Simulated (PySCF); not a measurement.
# Radial density of Nb (niobium, neutral)

UHF, [Kr] 4d5, high-spin 6S determinant (an excited configuration). Calculation: PySCF 2.14, in def2-TZVPPD with the def2 core potential (28 electrons); a scalar-relativistic core potential. This is the valence pseudo-density: the core potential removes the inner electrons and smooths the orbitals near the nucleus.

```json
{"r (bohr)": "0.0462", "4πr²ρ (e/bohr)": "1.062e-05", "4πr²(ρα − ρβ)": "0.0000"}
{"r (bohr)": "0.0777", "4πr²ρ (e/bohr)": "4.804e-05", "4πr²(ρα − ρβ)": "0.0000"}
{"r (bohr)": "0.131", "4πr²ρ (e/bohr)": "0.0003175", "4πr²(ρα − ρβ)": "0.0000"}
{"r (bohr)": "0.220", "4πr²ρ (e/bohr)": "0.003607", "4πr²(ρα − ρβ)": "0.0008"}
{"r (bohr)": "0.370", "4πr²ρ (e/bohr)": "0.08618", "4πr²(ρα − ρβ)": "0.0151"}
{"r (bohr)": "0.622", "4πr²ρ (e/bohr)": "2.184", "4πr²(ρα − ρβ)": "0.2118"}
{"r (bohr)": "1.05", "4πr²ρ (e/bohr)": "9.744", "4πr²(ρα − ρβ)": "1.4562"}
{"r (bohr)": "1.76", "4πr²ρ (e/bohr)": "5.277", "4πr²(ρα − ρβ)": "2.3379"}
{"r (bohr)": "2.96", "4πr²ρ (e/bohr)": "1.145", "4πr²(ρα − ρβ)": "1.0451"}
{"r (bohr)": "4.98", "4πr²ρ (e/bohr)": "0.1504", "4πr²(ρα − ρβ)": "0.1501"}
{"r (bohr)": "8.38", "4πr²ρ (e/bohr)": "0.0003090", "4πr²(ρα − ρβ)": "0.0003"}
```

Energies and moments cover only the electrons outside the core potential.
